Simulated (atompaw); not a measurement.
hydrogen: one change to a PAW (atompaw) potential, before and after

atompaw 4.2.0.5 input, output lines left out:

```
H 1
GGA-PBE scalarrelativistic loggrid 1500 logderivrange -2 5 176
1 0 0 0 0 0
1 0 1
0 0 0
v
1
1.35 1.25 1.20 1.00
y
4.45
n
y
0.2
n
custom polynom2 7 10 vanderbiltortho gaussian
bessel
1.35
1.30
1.35
```

Change: augmentation gaussian compensation charge, radius 1.25 bohr; PAW radius 1.35 bohr; waves and projectors: custom polynom vanderbiltortho.

Cutoffs: the cutoffs (Ry, on a coarse ladder) from which the occupation-weighted sum of valence levels, in a spherical-Bessel basis at the reference potential, stays within 10 and 1 mRy of its value at 400 Ry; they do not see the model core or the augmentation charge, which bear on the density cutoff.

Q: What does the change do?

A: The potential gets harder (10 Ry and 18 Ry → 12 Ry and 21 Ry); neither file shows a bound ghost.

```tsv
quantity	base	changed
cutoff, loose	10 Ry	12 Ry
cutoff, tight	18 Ry	21 Ry
bound ghosts	none	none
s: phases at 1.35 bohr within 0.05 rad from the reference energy up to (Ry; the scan ends near 5)	to the end of the scan	to the end of the scan
p: phases at 1.35 bohr within 0.05 rad from the reference energy up to (Ry; the scan ends near 5)	to the end of the scan	to the end of the scan
lowest overlap eigenvalue by channel	s 0.94, p 1.00	s 0.99, p 1.00
```

 The cutoffs see the waves, projectors and local potential, not the compensation charge or the core.
